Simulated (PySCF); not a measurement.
2-methylnaphthalene, C₁₁H₁₀.
Bonds: C1–C2, C2–C3 (aromatic), C3–C4 (aromatic), C4–C5 (aromatic), C5–C6 (aromatic), C6–C7 (aromatic), C7–C8 (aromatic), C8–C9 (aromatic), C9–C10 (aromatic), C10–C11 (aromatic), C2–C11 (aromatic), C5–C10 (aromatic). Hydrogens: H12, H13, H14 on C1; H15 on C3; H16 on C4; H17 on C6; H18 on C7; H19 on C8; H20 on C9; H21 on C11.

The same species was optimised twice, with GFN2-xTB and with PBE0-D3(BJ)/def2-SVP (PySCF), and the same property calculations (PySCF, gas phase) were run on both structures.

| coordinate | GFN2-xTB | PBE0-D3(BJ)/def2-SVP | change |
| --- | --- | --- | --- |
| C2–C3 (Å) | 1.410 | 1.422 | +0.012 |
| C7–C8 (Å) | 1.404 | 1.414 | +0.010 |
| C5–C10 (Å) | 1.419 | 1.428 | +0.009 |
| C2–C11 (Å) | 1.369 | 1.378 | +0.009 |
| C8–C9 (Å) | 1.367 | 1.376 | +0.009 |
| C6–C7 (Å) | 1.367 | 1.376 | +0.009 |
| C10–C11 (Å) | 1.410 | 1.419 | +0.009 |
| C3–C4 (Å) | 1.364 | 1.373 | +0.009 |
| C4–C5 (Å) | 1.411 | 1.419 | +0.008 |
| C9–C10 (Å) | 1.410 | 1.419 | +0.009 |
| C5–C6 (Å) | 1.410 | 1.418 | +0.008 |
| C1–C2 (Å) | 1.498 | 1.500 | +0.002 |
| C1–C2–C3 (°) | 119.2 | 119.8 | +0.6 |
| C3–C2–C11 (°) | 119.0 | 118.4 | -0.6 |
| C2–C11–C10 (°) | 121.5 | 121.9 | +0.4 |
| C2–C3–C4 (°) | 121.1 | 121.3 | +0.2 |
| C4–C5–C10 (°) | 118.6 | 118.4 | -0.2 |
| C3–C4–C5 (°) | 120.8 | 121.0 | +0.2 |
| C4–C5–C6 (°) | 122.4 | 122.5 | +0.1 |
| C9–C10–C11 (°) | 122.1 | 122.2 | +0.1 |

Rotational constants: A = 2849, B = 834.0, C = 647.7 MHz (GFN2-xTB) against A = 2810, B = 823.0, C = 639.1 MHz (PBE0-D3(BJ)/def2-SVP). Point groups within 0.08 Å: Cs and Cs. Atoms that the bonding makes alike are paired by their places after alignment.

On the GFN2-xTB structure: HOMO (eV) -6.26 [PBE0/pcSseg-1]; LUMO (eV) -1.08 [PBE0/pcSseg-1]; dipole (D) 0.53 [PBE0/pcSseg-1]; GIAO shielding of C1 (ppm) 162.1 [PBE0/pcSseg-1]; GIAO shielding of C2 (ppm) 45.8 [PBE0/pcSseg-1]; GIAO shielding of C3 (ppm) 54.0 [PBE0/pcSseg-1]; GIAO shielding of C4 (ppm) 52.9 [PBE0/pcSseg-1]; GIAO shielding of C5 (ppm) 51.4 [PBE0/pcSseg-1]; GIAO shielding of C6 (ppm) 53.2 [PBE0/pcSseg-1]; GIAO shielding of C7 (ppm) 56.4 [PBE0/pcSseg-1]; GIAO shielding of C8 (ppm) 55.3 [PBE0/pcSseg-1].

What do these properties become on the PBE0-D3(BJ)/def2-SVP structure?

```csv
property,level,on GFN2-xTB,on PBE0-D3(BJ)/def2-SVP,change
HOMO (eV),PBE0/pcSseg-1,-6.26,-6.26,0.00
LUMO (eV),PBE0/pcSseg-1,-1.08,-1.13,-0.05
dipole (D),PBE0/pcSseg-1,0.53,0.54,+0.01
"energy, GFN2-xTB geometry as zero (kcal/mol)",PBE0/pcSseg-1,0.0,-0.3,-0.3
GIAO shielding of C1 (ppm),PBE0/pcSseg-1,162.1,160.5,-1.6
GIAO shielding of C2 (ppm),PBE0/pcSseg-1,45.8,44.0,-1.8
GIAO shielding of C3 (ppm),PBE0/pcSseg-1,54.0,51.6,-2.4
GIAO shielding of C4 (ppm),PBE0/pcSseg-1,52.9,50.9,-2.0
GIAO shielding of C5 (ppm),PBE0/pcSseg-1,51.4,49.2,-2.2
GIAO shielding of C6 (ppm),PBE0/pcSseg-1,53.2,51.1,-2.1
GIAO shielding of C7 (ppm),PBE0/pcSseg-1,56.4,53.9,-2.5
GIAO shielding of C8 (ppm),PBE0/pcSseg-1,55.3,53.0,-2.3
```

The heavy atoms differ by 0.015 Å rms after alignment. Among bonds between heavy atoms C2–C3 changes most (+0.012 Å). Changes are differences of the printed values. Neither structure is proved a minimum here.
